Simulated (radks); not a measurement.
Valence configurations of Te I (all share [Kr]). Calculated with a radial shooting solver on a logarithmic mesh with Libxc functionals: Dirac Kohn-Sham, PBEsol, spin-unpolarised, spherical densities, point nucleus; open shells fill j = l - 1/2 first. Energies are relative to 4d10 5s2 5p4; eigenvalues in eV.

\begin{tabular}{lrrrrrr}
valence & E (eV) & e(4d3/2) & e(4d5/2) & e(5p1/2) & e(5p3/2) & e(5s1/2) \\ \hline
4d10 5s2 5p4 & 0.000 & -42.238 & -40.769 & -6.430 & -5.632 & -15.019 \\
4d10 5s1.5 5p4.5 & 4.723 & -42.965 & -41.494 & -6.748 & -5.929 & -15.432 \\
4d10 5s1 5p5 & 9.503 & -43.675 & -42.201 & -7.055 & -6.215 & -15.831 \\
4d9.5 5s2 5p4.5 & 18.215 & -45.388 & -43.887 & -7.033 & -6.163 & -15.975 \\
4d10 5p6 & 19.227 & -45.047 & -43.568 & -7.641 & -6.760 & - \\
4d9.5 5s1.5 5p5 & 23.148 & -46.091 & -44.587 & -7.341 & -6.450 & -16.371 \\
4d9 5s2 5p5 & 37.724 & -48.536 & -47.002 & -7.630 & -6.688 & -16.910 \\
4d8 5s2 5p6 & 80.635 & -54.830 & -53.231 & -8.805 & -7.720 & -18.727 \\
\end{tabular}

NIST lists [Kr] 4d10 5s2 5p4 as the ground configuration; this level of theory agrees among the configurations tried. The energies are those of spherical spin-averaged densities, not of single terms.
